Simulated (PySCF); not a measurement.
C5H11ClGaNO.
Bonds: C1–O2, O2–Ga3, Ga3–Cl4, Ga3–N5, N5–C6, C6–C7, C7–C8, C8–C9, N5–C9. Hydrogens: H10, H11, H12 on C1; H13, H14 on C6; H15, H16 on C7; H17, H18 on C8; H19, H20 on C9.

Computed with PBE0-D3(BJ)/def2-SVP geometry optimisation, gas phase (PySCF 2.14.0).

(1) How far are the bound atoms from Ga3?

(2) List the angles at Ga3.

(3) What is the shape at Ga3?

(4) What are the other bond lengths?

(5) Give some angles away from the centre.

(6) What are the rotational constants (commonest isotopes, rigid rotor)?

Results:

(1) 3 atoms: O2 1.769 Å, N5 1.793 Å, Cl4 2.145 Å. The nearest atom not counted as bound is C1, at 2.82 Å.

(2) 
```tsv
angle	degrees	distance of the outer atoms (Å)
O2–Ga3–N5	120.7	3.10
Cl4–Ga3–N5	120.0	3.41
O2–Ga3–Cl4	119.3	3.38
```

(3) Planar: angles 120.7°, 120.0° and 119.3°, sum 360.0°, 0.01 Å off the plane of its three neighbours.

(4) C1–O2 1.399 Å; N5–C6, N5–C9 1.448 Å; C6–C7, C8–C9 1.538 Å; C7–C8 1.545 Å. (A selection.)

(5) C1–O2–Ga3 125.8°, Ga3–N5–C6 126.3°, Ga3–N5–C9 126.5°, C6–N5–C9 106.8°, N5–C6–C7 104.2°, C6–C7–C8 104.7°.

(6) A = 1756, B = 671.9, C = 509.3 MHz: an asymmetric top.

Point group: C1 (no symmetry element, even within 0.4 Å). Charge 0, singlet. No PBE0-D3(BJ)/def2-SVP frequencies stand behind this structure, so it isn't proved a minimum.

One conformer stands for the species.
